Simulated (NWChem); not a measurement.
System: WOF3 cation; SMILES [O]=[W+]([F])([F])[F]

The following NWChem deck was run.

```
start job
memory heap 200 mb stack 700 mb global 900 mb
charge 1
geometry units angstroms noautosym nocenter noautoz
  W      0.000024    -0.002418    -0.084654
  O      0.000002     0.056513     1.563650
  F      1.595878    -0.701220    -0.532494
  F     -0.206977     1.702818    -0.618481
  F     -1.388835    -1.059500    -0.519721
end
basis spherical
  W library def2-svpd
  O library def2-svpd
  F library def2-svpd
end
ecp
  W library def2-ecp
end
dft
  xc b3lyp
  iterations 150
end
property
  response 1 0.0773
end
task dft property
```

Output (shortened):

```
             Northwest Computational Chemistry Package (NWChem) 7.3.0
             --------------------------------------------------------

                             Geometry "geometry" -> ""
                             -------------------------

 Output coordinates in angstroms (scale by  1.889725989 to convert to a.u.)

  No.       Tag          Charge          X              Y              Z
 ---- ---------------- ---------- -------------- -------------- --------------
    1 W                   74.0000     0.00002400    -0.00241800    -0.08465400
    2 O                    8.0000     0.00000200     0.05651300     1.56365000
    3 F                    9.0000     1.59587800    -0.70122000    -0.53249400
    4 F                    9.0000    -0.20697700     1.70281800    -0.61848100
    5 F                    9.0000    -1.38883500    -1.05950000    -0.51972100

 Effective nuclear repulsion energy (a.u.)     862.1903429749

                                 NWChem DFT Module
                                 -----------------

 Summary of "ao basis" -> "ao basis" (spherical)
 ------------------------------------------------------------------------------
       Tag                 Description            Shells   Functions and Types
 ---------------- ------------------------------  ------  ---------------------
 W                         def2-svpd                13       35   6s4p2d1f
 O                         def2-svpd                 9       23   4s3p2d
 F                         def2-svpd                 9       23   4s3p2d

            General Information
            -------------------
          SCF calculation type: DFT
          Wavefunction type:  closed shell.
          No. of atoms     :     5
          No. of electrons :    48
           Alpha electrons :    24
            Beta electrons :    24
          Charge           :     1
          Spin multiplicity:     1
          Use of symmetry is: off; symmetry adaption is: off
          Maximum number of iterations: 150
          AO basis - number of functions:   127
                     number of shells:    49
          Convergence on energy requested:  1.00D-06
          Convergence on density requested:  1.00D-05
          Convergence on gradient requested:  5.00D-04

              XC Information
              --------------
                         B3LYP Method XC Potential
                     Hartree-Fock (Exact) Exchange  0.200
                        Slater Exchange Functional  0.800 local
                    Becke 1988 Exchange Functional  0.720 non-local
              Lee-Yang-Parr Correlation Functional  0.810
                  VWN I RPA Correlation Functional  0.190 local

             Grid Information
             ----------------
          Grid used for XC integration:  medium
          Radial quadrature: Mura-Knowles
          Angular quadrature: Lebedev.
          Tag              B.-S. Rad. Rad. Pts. Rad. Cut. Ang. Pts.
          ---              ---------- --------- --------- ---------
          W                   1.35      123          10.0       590
          O                   0.60       49          10.0       434
          F                   0.50       49          10.0       434
          Grid pruning is: on
          Number of quadrature shells:   319
          Spatial weights used:  Erf1

      Superposition of Atomic Density Guess
      -------------------------------------

 Sum of atomic energies:        -445.76260510

 Renormalizing density from      49.00 to     48

      Non-variational initial energy
      ------------------------------

 Total energy =    -433.620728
 1-e energy   =   -1070.143519
 2-e energy   =     404.915209
 HOMO         =      -0.845162
 LUMO         =      -0.326767

   convergence    iter        energy       DeltaE   RMS-Dens  Diis-err
 ---------------- ----- ----------------- --------- --------- ---------
 d= 0,ls=0.0,diis     1   -440.7487740645 -6.72D+02  4.84D-02  6.59D+00
 d= 0,ls=0.0,diis     2   -433.2395548251  7.51D+00  3.98D-02  7.14D+01
 d= 0,ls=0.0,diis     3   -441.2696701941 -8.03D+00  9.17D-03  2.00D+00
 d= 0,ls=0.0,diis     4   -441.3333536197 -6.37D-02  3.67D-03  1.33D+00
 d= 0,ls=0.0,diis     5   -441.4556256622 -1.22D-01  6.21D-04  2.86D-02
  Resetting Diis
 d= 0,ls=0.0,diis     6   -441.4577535955 -2.13D-03  2.91D-04  8.26D-03
 d= 0,ls=0.0,diis     7   -441.4585239005 -7.70D-04  1.75D-04  1.11D-04
 d= 0,ls=0.0,diis     8   -441.4584065189  1.17D-04  1.36D-04  1.34D-03
 d= 0,ls=0.0,diis     9   -441.4585340184 -1.27D-04  1.39D-05  6.76D-06
 d= 0,ls=0.0,diis    10   -441.4585345815 -5.63D-07  3.94D-06  1.29D-06

         Total DFT energy =     -441.458534581478
      One electron energy =    -1081.418685124978
           Coulomb energy =      455.520885771183
    Exchange-Corr. energy =      -47.168318187787
 Nuclear repulsion energy =      231.607582960103

 Numeric. integr. density =       47.999991676782

                       DFT Final Molecular Orbital Analysis
                       ------------------------------------

 Vector   22  Occ=2.000000D+00  E=-6.868194D-01
              MO Center=  9.8D-06,  3.3D-02,  8.9D-01, r^2= 2.4D+00
   Bfn.  Coefficient  Atom+Function         Bfn.  Coefficient  Atom+Function
  ----- ------------  ---------------      ----- ------------  ---------------
    42      0.514127  2 O  pz                21     -0.346354  1 W  d  0
    45      0.252808  2 O  pz                 3      0.235846  1 W  s
    65      0.207688  3 F  pz               111      0.207842  5 F  pz
    88      0.206646  4 F  pz                38      0.192786  2 O  s
     9      0.163602  1 W  pz                 5     -0.155540  1 W  s

 Vector   23  Occ=2.000000D+00  E=-6.678556D-01
              MO Center= -2.0D-01,  6.4D-02,  8.4D-01, r^2= 2.2D+00
   Bfn.  Coefficient  Atom+Function         Bfn.  Coefficient  Atom+Function
  ----- ------------  ---------------      ----- ------------  ---------------
    41      0.449978  2 O  py                44      0.288037  2 O  py
    40      0.258939  2 O  px                20      0.215389  1 W  d -1
   111     -0.213235  5 F  pz                88      0.178191  4 F  pz
    43      0.165750  2 O  px               109      0.153575  5 F  px
    87      0.151292  4 F  py               114      0.135845  5 F  pz

 Vector   24  Occ=2.000000D+00  E=-6.678552D-01
              MO Center=  2.0D-01, -3.3D-03,  8.4D-01, r^2= 2.2D+00
   Bfn.  Coefficient  Atom+Function         Bfn.  Coefficient  Atom+Function
  ----- ------------  ---------------      ----- ------------  ---------------
    40      0.450266  2 O  px                43      0.288221  2 O  px
    41     -0.258773  2 O  py                65      0.229637  3 F  pz
    22     -0.217780  1 W  d  1              63      0.174577  3 F  px
    44     -0.165644  2 O  py                68     -0.146210  3 F  pz
    88     -0.132725  4 F  pz                66     -0.128858  3 F  px

 Vector   25  Occ=0.000000D+00  E=-3.849946D-01
              MO Center= -3.8D-03, -8.0D-02, -2.9D-02, r^2= 1.8D+00
   Bfn.  Coefficient  Atom+Function         Bfn.  Coefficient  Atom+Function
  ----- ------------  ---------------      ----- ------------  ---------------
    23      0.686093  1 W  d  2              20     -0.546914  1 W  d -1
    41      0.238095  2 O  py                44      0.191553  2 O  py
    64      0.183377  3 F  py                88     -0.176652  4 F  pz
   110      0.176934  5 F  py                17      0.170747  1 W  py
    67     -0.135879  3 F  py                91      0.135170  4 F  pz

 Vector   26  Occ=0.000000D+00  E=-3.849940D-01
              MO Center=  3.8D-03,  7.9D-02, -3.5D-02, r^2= 1.8D+00
   Bfn.  Coefficient  Atom+Function         Bfn.  Coefficient  Atom+Function
  ----- ------------  ---------------      ----- ------------  ---------------
    19      0.645219  1 W  d -2              22      0.595595  1 W  d  1
    40      0.238245  2 O  px                86      0.221433  4 F  px
    43      0.191674  2 O  px                16      0.170863  1 W  px
   111      0.160762  5 F  pz                89     -0.158467  4 F  px
    65     -0.147951  3 F  pz               114     -0.121999  5 F  pz

 Vector   27  Occ=0.000000D+00  E=-3.210605D-01
              MO Center=  1.8D-03,  1.9D-03,  1.1D-01, r^2= 1.9D+00
   Bfn.  Coefficient  Atom+Function         Bfn.  Coefficient  Atom+Function
  ----- ------------  ---------------      ----- ------------  ---------------
    22      0.647854  1 W  d  1              19     -0.561571  1 W  d -2
    40      0.284249  2 O  px                23      0.269837  1 W  d  2
    43      0.238005  2 O  px                63     -0.227092  3 F  px
    66      0.205535  3 F  px               109     -0.189238  5 F  px
   112      0.165006  5 F  px                16     -0.149051  1 W  px

     Multipole analysis of the density
     ---------------------------------

     L   x y z        total         alpha         beta         nuclear
     -   - - -        -----         -----         ----         -------
     0   0 0 0      1.000000    -24.000000    -24.000000     49.000000

     1   1 0 0      0.000060     -0.000864     -0.000864      0.001788
     1   0 1 0     -0.017742      0.088323      0.088323     -0.194389
     1   0 0 1     -0.528144      3.243467      3.243467     -7.015079

     2   2 0 0    -28.728039    -86.975824    -86.975824    145.223610
     2   1 1 0      0.000028      0.000577      0.000577     -0.001126
     2   1 0 1     -0.000025     -0.000369     -0.000369      0.000714
     2   0 2 0    -28.727875    -86.946144    -86.946144    145.164413
     2   0 1 1      0.004910      0.810031      0.810031     -1.615151
     2   0 0 2    -28.574353    -64.435535    -64.435535    100.296718

 *** CALLING NEW AORESP DRIVER FOR CLOSED AND OPEN SHELLS ***
 Entering AOResponse driver routine

--------------------------------------------------------------------------------

          -----------------------------------------------
          Solving response equations for perturbing field
          -----------------------------------------------

 number of frequencies:     1
 frequency in a.u.:  0.7730000E-01
 Perturbing field: electric
 Using El. Dipole Length Gauge

 Setting up CPKS with frequency omega =      0.07730000 a.u.

                            NWChem Dynamic CPHF Module
                            --------------------------

    scftype = RHF
    nclosed =   24
      nopen =    0
  variables =     4944
  num. vecs =        3
  tolerance =   1.0D-04
  max. iter =   50

 SCF residual:    7.5336518222498440E-005

Iterative solution of linear equations
  No. of variables     4944
  No. of equations        3
  Maximum subspace       30
       Convergence  1.0D-04

   iter   nsub   residual    time
   ----  ------  --------  ---------
     1      3    1.32D+01      92.7
     2      6    2.91D+00     123.8
     3      9    9.03D-01     154.4
     4     12    1.65D-01     185.3
     5     15    4.08D-02     216.4
     6     18    5.60D-03     248.2
     7     21    1.80D-03     279.5
     8     24    3.67D-04     310.3
     9     27    4.05D-05     341.0

 Electric Dipole Response Matrix (nonzero elements):

              1        2        3
    1   34.2281  -0.0001   0.0000
    2   -0.0001  34.2318   0.1057
    3    0.0000   0.1057  37.1881

 ------------------------------------------
 average:        35.21600 + I       0.00000

 DFT Linear Response polarizability / au
 Frequency  =       0.0773000 / au
 Wavelength =     589.4353558 / nm
              X              Y              Z
 -----------------------------------------------
 X      34.2281087     -0.0001035      0.0000229
 Y      -0.0001035     34.2317726      0.1057364
 Z       0.0000229      0.1057364     37.1881132
 -----------------------------------------------
 Eigenvalues =      34.2281708     34.2279335     37.1918901
 Isotropic   =      35.2159982
 Anisotropic =       2.9638380
 -----------------------------------------------

 Magnetic Dipole Response Matrix (nonzero elements):

 Exiting AOResponse driver routine
```

Level: B3LYP/def2-SVPD with def2 effective core potentials on W. Structure relaxed at the PBE0/def2-SVP level. The spin multiplicity was typed, not searched, and may not be the lowest. B3LYP is NWChem's, with the RPA form of VWN correlation. def2 effective core potentials on W; no spin-orbit coupling.
